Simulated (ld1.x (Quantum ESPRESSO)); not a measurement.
Values are calculated unless marked as measured or tabulated.
**Potentials for Mg (Z = 12) compared**

Generated with ld1.x 7.5 (TM, RRKJ, ultrasoft, PAW), atompaw 4.2 or ONCVPSP 4.0.1. The cutoff is in Ry: for ld1.x and atompaw files where the sum of valence levels is converged to 10 mRy in a Bessel basis, for ONCV files where the hardest occupied wave has 1 mHa per electron of residual kinetic energy. The error is the largest all-electron minus pseudo excitation energy over each file’s own four to seven test configurations (ionisations up to +4, promotions, holes and added fractions of an electron), all of which were solved. The labels leave out finer settings (local radius, basis sizes, second energies), which also bear on the numbers. Spin-polarised tests are not counted. The rows are a selection from randomly drawn settings: files with unsolved tests, undetermined cutoffs or missed reference levels are left out.

| potential | cutoff (Ry) | largest error (meV) | bound ghosts |
| --- | --- | --- | --- |
| TM, LDA (PZ), scalar-relativistic, rc 2.70/3.30/2.60 (spd), local p, core correction yes, reference 3s2 3p0 | 6 | -28 | none |
| TM, PBE, scalar-relativistic, rc 1.85/2.45/2.00 (spd), local s, core correction no, reference 3s1.75 3p0 | 6 | +120 | none |
| TM, PBEsol, scalar-relativistic, rc 1.60/2.90 (sp), local p, core correction yes, reference 3s1.5 3p0 | 25 | -16 | none |

(1) Fill in the row for Mg: TM, PBE, scalar-relativistic, rc 2.00/2.75 (sp), local s, core correction no, reference 3s2 3p0.

(2) Fill in the row for Mg: TM, BP86, scalar-relativistic, rc 1.85/2.40/2.60 (spd), local d, core correction no, reference 3s1 3p0.

Results:

(1) cutoff 8 Ry, largest error +169 meV, bound ghosts: none.

(2) cutoff 6 Ry, largest error +31 meV, bound ghosts: none.
